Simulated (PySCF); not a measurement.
Identify the compound

The spectra below were simulated for a compound C6H12OSi.

¹H NMR (400 MHz, computed): δ 4.41 (m, 2H), 4.37 (m, 1H), 4.37 (m, 2H), 2.11 (q, 2H), 1.16 (t, 3H), 0.88 (m, 2H).

¹³C{¹H} NMR (computed): δ 184.7 (C), 84.1 (CH), 68.7 (CH2), 38.4 (CH2), 17.5 (CH3), 7.6 (CH2).

- PBE0/pcSseg-1 with gauge-including orbitals
- geometry: GFN2-xTB
- run in PySCF 2.14
- rapidly exchanging positions averaged, non-relativistic, no solvent, one conformer

Referencing at the same level of theory: ¹H (σref 31.72) and ¹³C (σref 186.93) vs TMS.

Task: Propose a structure and justify it.

Result: 
Rings plus π bonds: 2 (1 ring in the answer). 6 carbon signals for 6 carbons: no two carbons are equivalent. Carbon types of the structure: 1 × C, 1 × CH, 3 × CH2, 1 × CH3, leaving 2 H on heteroatoms. δC 184.7: alkene carbon bearing oxygen; an sp2 carbon further deshielded by the attached heteroatom. δC 84.1: β carbon of an enol-ether or enamine type C=C; the O or N lone pair pushes π density onto this β carbon and shields it. δC 68.7: sp3 CH2 bonded to O; deshielded by the electronegative neighbour. δC 38.4: allylic sp3 CH2; a saturated carbon with 2 carbon neighbours and no heteroatom attached. δH 4.37: hydrogen on a β carbon of an enol-ether or enamine type C=C; lone-pair donation from O or N shields it, upfield of ordinary alkene protons. δH 4.37: hydrogen on an sp3 CH2 bonded to O; its carbon carries O, which withdraws density. δH 2.11: hydrogen on an allylic sp3 CH2; allylic position.

These data were computed for SMILES CCC1=C[SiH2]CCO1.

The shifts were computed for this structure.

Shifts are as computed. Against solution values, carbons near 30 ppm lie about +3 ppm off and those near 130 ppm about +5 ppm. Of 1211 compounds with measured shifts, 218 miss one by over three times the rms of a fit or turn the order of signals round; such compounds aren't used in these exercises. Multiplicities follow the n + 1 count of equivalent neighbours, as no J values were calculated; m marks all less simple cases, F and P coupling included.
